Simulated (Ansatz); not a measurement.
Ansatz (an electronic-structure program) input (B3LYP-D3(BJ)/def2-TZVP):

Ansatz 0.2 input:
```yaml
crystal:
  periodic: [false, false, false]
  atoms:
    - {symbol: Mn, position_ang: [-0.00000000, -0.00000000, -1.78229477]}
    - {symbol: I, position_ang: [0.00000000, 0.00000000, 0.84070508]}
basis:
  gaussian:
    orbitals: def2-TZVP
hamiltonian:
  xc: b3lyp
  dispersion: d3bj
magnetization: {spin_polarized: true, initial_magnetization: 6}
phonons: {temperatures: {t_min: 298.15, t_max: 298.15, t_step: 100}}
```

Output:

```
Functional definition: B3LYP
integrals: 0.04 GiB planned
934 factors; integrals over basis functions are off by at most 2.8e-4 eV
mean field: 0.58 GiB planned
mean field evaluation 1: about -39395.2967 eV, gradient 9.6e1 eV
mean field evaluation 2: about -39016.3790 eV, gradient 2.3e2 eV
mean field evaluation 4: about -39417.6669 eV, gradient 3.8e1 eV
mean field evaluation 8: about -39425.7384 eV, gradient 2.3e0 eV
mean field evaluation 16: about -39425.8014 eV, gradient 7.7e-4 eV
mean field -39425.80137096 eV, -1448.8714766148 hartree, gradient 6.4e-5 eV, S^2 12.004206; 0 other end points of the search recorded, 0 dependent functions left out
the calculation of the forces begins
reference -39425.80155577 eV, -1448.8714834065 hartree; 28, 22 occupied and 67, 73 virtual orbitals, 934 factors
these checks for a lower state are left out or cut short: stability, starts, cluster_reference, orbital_swaps, neighbouring_geometries, increment
integrals: 0.04 GiB planned
934 factors; integrals over basis functions are off by at most 2.8e-4 eV
mean field: 0.58 GiB planned
mean field -39425.80137094 eV, -1448.8714766142 hartree, gradient 1.4e-6 eV, S^2 12.004206; 0 other end points of the search recorded, 0 dependent functions left out
the calculation of the forces begins
reference -39425.80155575 eV, -1448.8714834058 hartree; 28, 22 occupied and 67, 73 virtual orbitals, 934 factors
these checks for a lower state are left out or cut short: stability, starts, cluster_reference, orbital_swaps, neighbouring_geometries, increment
integrals: 0.04 GiB planned
934 factors; integrals over basis functions are off by at most 2.8e-4 eV
mean field: 0.58 GiB planned
mean field evaluation 32: about -39425.8014 eV, gradient 3.7e-5 eV
mean field -39425.80137094 eV, -1448.8714766142 hartree, gradient 1.4e-6 eV, S^2 12.004206; 0 other end points of the search recorded, 0 dependent functions left out
the calculation of the forces begins
reference -39425.80155575 eV, -1448.8714834058 hartree; 28, 22 occupied and 67, 73 virtual orbitals, 934 factors
these checks for a lower state are left out or cut short: stability, starts, cluster_reference, orbital_swaps, neighbouring_geometries, increment
integrals: 0.04 GiB planned
934 factors; integrals over basis functions are off by at most 2.8e-4 eV
mean field: 0.58 GiB planned
mean field -39425.80137094 eV, -1448.8714766142 hartree, gradient 1.4e-6 eV, S^2 12.004206; 0 other end points of the search recorded, 0 dependent functions left out
the calculation of the forces begins
reference -39425.80155575 eV, -1448.8714834058 hartree; 28, 22 occupied and 67, 73 virtual orbitals, 934 factors
these checks for a lower state are left out or cut short: stability, starts, cluster_reference, orbital_swaps, neighbouring_geometries, increment
integrals: 0.04 GiB planned
934 factors; integrals over basis functions are off by at most 2.8e-4 eV
mean field: 0.58 GiB planned
mean field -39425.80137094 eV, -1448.8714766142 hartree, gradient 1.4e-6 eV, S^2 12.004206; 0 other end points of the search recorded, 0 dependent functions left out
the calculation of the forces begins
reference -39425.80155575 eV, -1448.8714834058 hartree; 28, 22 occupied and 67, 73 virtual orbitals, 934 factors
these checks for a lower state are left out or cut short: stability, starts, cluster_reference, orbital_swaps, neighbouring_geometries, increment
integrals: 0.04 GiB planned
934 factors; integrals over basis functions are off by at most 2.8e-4 eV
mean field: 0.58 GiB planned
mean field -39425.80138492 eV, -1448.8714771277 hartree, gradient 2.4e-6 eV, S^2 12.004211; 0 other end points of the search recorded, 0 dependent functions left out
the calculation of the forces begins
reference -39425.80156966 eV, -1448.8714839167 hartree; 28, 22 occupied and 67, 73 virtual orbitals, 934 factors
these checks for a lower state are left out or cut short: stability, starts, cluster_reference, orbital_swaps, neighbouring_geometries, increment
integrals: 0.04 GiB planned
934 factors; integrals over basis functions are off by at most 2.8e-4 eV
mean field: 0.58 GiB planned
mean field -39425.80131259 eV, -1448.8714744698 hartree, gradient 2.3e-6 eV, S^2 12.004201; 0 other end points of the search recorded, 0 dependent functions left out
the calculation of the forces begins
reference -39425.80149747 eV, -1448.8714812641 hartree; 28, 22 occupied and 67, 73 virtual orbitals, 934 factors
these checks for a lower state are left out or cut short: stability, starts, cluster_reference, orbital_swaps, neighbouring_geometries, increment
integrals: 0.04 GiB planned
934 factors; integrals over basis functions are off by at most 2.8e-4 eV
mean field: 0.58 GiB planned
mean field evaluation 64: about -39425.7693 eV, gradient 1.5e-1 eV
mean field -39425.80137094 eV, -1448.8714766142 hartree, gradient 1.4e-6 eV, S^2 12.004206; 0 other end points of the search recorded, 0 dependent functions left out
the calculation of the forces begins
reference -39425.80155575 eV, -1448.8714834058 hartree; 28, 22 occupied and 67, 73 virtual orbitals, 934 factors
these checks for a lower state are left out or cut short: stability, starts, cluster_reference, orbital_swaps, neighbouring_geometries, increment
integrals: 0.04 GiB planned
934 factors; integrals over basis functions are off by at most 2.8e-4 eV
mean field: 0.58 GiB planned
mean field -39425.80137094 eV, -1448.8714766142 hartree, gradient 1.4e-6 eV, S^2 12.004206; 0 other end points of the search recorded, 0 dependent functions left out
the calculation of the forces begins
reference -39425.80155575 eV, -1448.8714834058 hartree; 28, 22 occupied and 67, 73 virtual orbitals, 934 factors
these checks for a lower state are left out or cut short: stability, starts, cluster_reference, orbital_swaps, neighbouring_geometries, increment
integrals: 0.04 GiB planned
934 factors; integrals over basis functions are off by at most 2.8e-4 eV
mean field: 0.58 GiB planned
mean field -39425.80137094 eV, -1448.8714766142 hartree, gradient 1.4e-6 eV, S^2 12.004206; 0 other end points of the search recorded, 0 dependent functions left out
the calculation of the forces begins
reference -39425.80155575 eV, -1448.8714834058 hartree; 28, 22 occupied and 67, 73 virtual orbitals, 934 factors
these checks for a lower state are left out or cut short: stability, starts, cluster_reference, orbital_swaps, neighbouring_geometries, increment
integrals: 0.04 GiB planned
934 factors; integrals over basis functions are off by at most 2.8e-4 eV
mean field: 0.58 GiB planned
mean field -39425.80137094 eV, -1448.8714766142 hartree, gradient 1.4e-6 eV, S^2 12.004206; 0 other end points of the search recorded, 0 dependent functions left out
the calculation of the forces begins
reference -39425.80155575 eV, -1448.8714834058 hartree; 28, 22 occupied and 67, 73 virtual orbitals, 934 factors
these checks for a lower state are left out or cut short: stability, starts, cluster_reference, orbital_swaps, neighbouring_geometries, increment
integrals: 0.04 GiB planned
934 factors; integrals over basis functions are off by at most 2.8e-4 eV
mean field: 0.58 GiB planned
mean field evaluation 96: about -39425.8013 eV, gradient 2.2e-6 eV
mean field -39425.80131259 eV, -1448.8714744698 hartree, gradient 2.3e-6 eV, S^2 12.004201; 0 other end points of the search recorded, 0 dependent functions left out
the calculation of the forces begins
reference -39425.80149747 eV, -1448.8714812641 hartree; 28, 22 occupied and 67, 73 virtual orbitals, 934 factors
these checks for a lower state are left out or cut short: stability, starts, cluster_reference, orbital_swaps, neighbouring_geometries, increment
integrals: 0.04 GiB planned
934 factors; integrals over basis functions are off by at most 2.8e-4 eV
mean field: 0.58 GiB planned
mean field -39425.80138492 eV, -1448.8714771277 hartree, gradient 2.4e-6 eV, S^2 12.004211; 0 other end points of the search recorded, 0 dependent functions left out
the calculation of the forces begins
reference -39425.80156966 eV, -1448.8714839167 hartree; 28, 22 occupied and 67, 73 virtual orbitals, 934 factors
Total energy: -39425.89568305 eV, -1448.8749425200 hartree
Atom 0 at    -0.000000    -0.000000    -1.782295 Å, force     0.000000    -0.000000     0.001330 eV/Å
Atom 1 at     0.000000     0.000000     0.840705 Å, force    -0.000000     0.000000    -0.001330 eV/Å
Dipole moment:    -0.000000     0.000000    -0.679678 e Å
Vibrations: 224.70 cm⁻¹, zero-point energy 0.013930 eV
```

The spin state was set by rule; other spins were not relaxed.
